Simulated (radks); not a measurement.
Question: Neutral iridium: order these configurations by energy. Method: scalar-relativistic Kohn-Sham, BLYP, spin-polarised, spherical densities, finite nucleus; Fermi nuclear charge, rms radius of each element as measured or else 0.836 A^(1/3) + 0.57 fm; computed with a radial shooting solver on a logarithmic mesh with Libxc functionals. Open shells are filled with parallel spins first. [Xe] 4f14 5d6 6s2 6p1; [Xe] 4f14 5d7 6s1 6p1; [Xe] 4f14 5d7 6s2; [Xe] 4f14 5d8 6s1.

Answer: From the lowest, in eV above it: [Xe] 4f14 5d7 6s2 0.000; [Xe] 4f14 5d8 6s1 0.094; [Xe] 4f14 5d7 6s1 6p1 4.339; [Xe] 4f14 5d6 6s2 6p1 5.625.
